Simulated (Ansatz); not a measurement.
def2 core potentials replace the inner electrons of Te.

Cartesian coordinates (Å):
SMILES: O[Te]c1ccccc1
```xyz
14

O      3.5300     0.2527     0.2243
Te     2.5576    -1.4087    -0.3803
C      0.6010    -0.5577    -0.2069
C      0.4702     0.8139     0.0343
C     -0.8058     1.3746     0.1392
C     -1.9450     0.5764    -0.0021
C     -1.8052    -0.7933    -0.2453
C     -0.5340    -1.3661    -0.3436
H      3.5667     0.2111     1.1923
H      1.3663     1.4305     0.1344
H     -0.9085     2.4464     0.3280
H     -2.9400     1.0200     0.0781
H     -2.6907    -1.4248    -0.3538
H     -0.4406    -2.4415    -0.5214
```
Charge 0, spin multiplicity 1.

Computed with Ansatz (a first-principles code) with frozen-core CCSD(T)/def2-TZVPP // B3LYP-D3(BJ)/def2-SVP. The restricted HF reference is unstable towards unrestricted orbitals.

```json
{
 "HF energy": "-572.65660 Ha",
 "MP2 correlation energy": "-1.65604 Ha"
}
```

Question: Estimate the CCSD correlation energy, the (T) correction, the total energy and the T1 diagnostic.

Answer: 
The CCSD correlation energy is -1.64723 Ha, the (T) correction is -0.07643 Ha and the CCSD(T) total energy is -574.38026 Ha. The T1 diagnostic is 0.013.
